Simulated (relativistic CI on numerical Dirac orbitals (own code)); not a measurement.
La¹⁰⁺: sensitivity of the levels to the model

Base calculation: Dirac-Coulomb-Breit CI, KLI orbitals optimised for each configuration, a model potential for QED, unscaled Slater integrals.

Configurations in the expansion (outside the closed core [Kr]): 4d10.5s, 4d10.5p, 4d10.4f, 4d10.5d, 4d10.5f, 4d10.5g, 4d9.5s.4f, 4d10.6s, 4d9.5s2, 4d10.6p, 4d10.6d. Double excitations out of closed p, d and f shells are left out; levels of such configurations are missing from the list, as are those of other unlisted configurations, and high levels can miss mixing partners.

The lowest level and the first level of each name with at least 55 % of one term (blank where a level has no safe partner in the second run):

| Level | Base (cm⁻¹) | Shift (cm⁻¹) |
| --- | --- | --- |
| 4d10.5s 2S_1/2 | 0 | 0 |
| 4d10.5p 2P°_1/2 | 145033 | +278 |
| 4d10.5p 2P°_3/2 | 176338 | +373 |
| 4d10.4f 2F°_5/2 | 187268 | +1297 |
| 4d10.4f 2F°_7/2 | 189185 | +1237 |
| 4d10.5d 2D_3/2 | 413462 | +850 |
| 4d10.5d 2D_5/2 | 418806 | +877 |
| 4d10.6s 2S_1/2 | 585421 | +1749 |
| 4d10.6p 2P°_1/2 | 650270 | +1893 |
| 4d10.6p 2P°_3/2 | 663486 | +1942 |
| 4d10.5f 2F°_5/2 | 675806 | +1586 |
| 4d10.5f 2F°_7/2 | 676682 | +1575 |
| 4d9.5s2 2D_5/2 | 693365 | +9030 |
| 4d9.5s2 2D_3/2 | 717692 | +9478 |

At this charge transitions that keep the count of f electrons are usually good to a few per cent. Levels and lines within the n = 5 or 6 shells can be off by up to 10 % or somewhat more, and those that change n by about 2 %, since core polarisation is missing. Levels that differ in their count of f electrons can be misplaced by several ten thousand cm⁻¹, since the correlation energy of f electrons is missing or only estimated; rates across such gaps can be off by orders of magnitude.

One thing was changed in a second run, which moved the levels as shown. Which?
A. valence Slater integrals scaled by 0.9
B. non-relativistic limit
C. configuration mixing switched off
D. one mean potential for all configurations
E. Breit term removed
F. QED terms removed

D. One mean potential for all configurations. One potential for all configurations removes the relaxation of the orbitals, which moves whole configurations and changes the integrals a little.

LS names give the leading component of a level, which can be under half, so a name can repeat, a term be missing and a line seem to break the LS rules.
